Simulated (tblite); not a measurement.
Compound: BrH₅OSi₂.
SMILES with atom numbers: `[SiH3:1][O:2][SiH2:3][Br:4]` (hydrogens: H5, H6, H7 on Si1; H8, H9 on Si3)

Computed with GFN2-xTB (tblite), gas phase: L-BFGS steps from a force-field or distance-geometry start until the largest atomic force falls under 0.01 eV/Å.

Step 12: E = -389.7467 eV
```
atom  x, y, z in Å  |  force x, y, z in eV/Å
Si1    -1.5705   -0.1019   -0.2006   -0.048  -0.084   0.556
O2     -0.0092    0.1122   -0.6046    0.262  -0.011   0.093
Si3     1.3838    0.2458    0.1917    0.196  -0.029   0.255
Br4     2.8374   -1.0858   -0.7756   -0.078   0.053  -0.071
H5     -2.1441    1.2167   -0.4184   -0.120  -0.007  -0.019
H6     -1.5587   -0.4672    1.2498   -0.143   0.125  -0.508
H7     -1.9951   -1.1978   -1.0449   -0.090  -0.055  -0.094
H8      1.8519    1.6246    0.0444   -0.099  -0.298   0.081
H9      1.2181   -0.3407    1.5331    0.119   0.307  -0.292
```

Step 13: E = -389.7709 eV
```
atom  x, y, z in Å  |  force x, y, z in eV/Å
Si1    -1.5698   -0.1048   -0.1849   -0.038  -0.087   0.257
O2     -0.0041    0.1136   -0.5806    0.152  -0.076   0.245
Si3     1.3951    0.2398    0.2078    0.077   0.023   0.090
Br4     2.8263   -1.0755   -0.7974    0.017  -0.052  -0.104
H5     -2.1393    1.2072   -0.4316   -0.140   0.069  -0.002
H6     -1.6249   -0.4711    1.2526   -0.036   0.090  -0.377
H7     -1.9786   -1.1832   -1.0623   -0.081  -0.066  -0.049
H8      1.8470    1.6111    0.0211   -0.024  -0.141   0.122
H9      1.2617   -0.3311    1.5501    0.073   0.239  -0.183
```

**Question.** Estimate the geometry and energy of step 14. (The exact step hangs on the optimiser's Hessian estimate; all steps are aligned on step 13, rigid shifts and turns removed.)

**Answer.** E = -389.7843 eV, largest force 0.291 eV/Å
```
atom  x, y, z in Å  |  force x, y, z in eV/Å
Si1    -1.5740   -0.1081   -0.1718   -0.034  -0.030  -0.110
O2     -0.0019    0.1104   -0.5487    0.025  -0.107   0.269
Si3     1.4061    0.2378    0.2203    0.008   0.034  -0.054
Br4     2.8172   -1.0685   -0.8139    0.088  -0.126  -0.138
H5     -2.1361    1.2058   -0.4422   -0.122   0.030   0.022
H6     -1.6733   -0.4730    1.2484   -0.001   0.030  -0.157
H7     -1.9651   -1.1766   -1.0779   -0.062  -0.013   0.028
H8      1.8439    1.6010    0.0037    0.045   0.021   0.135
H9      1.2966   -0.3228    1.5569    0.053   0.158   0.006
```

The energy changes by -0.0134 eV. The first-order estimate −F·Δx gives -0.0199 eV and the mean of the old and new forces, exact on a quadratic surface, -0.0134 eV. The step makes an angle of 70° with the force vector and moves no atom by more than 0.049 Å.

The cost below is that of the whole relaxation. On Arm Neoverse V1, one thread, shared host with 32 logical CPUs at a one-minute load of 8.0, this took 0.38 s.
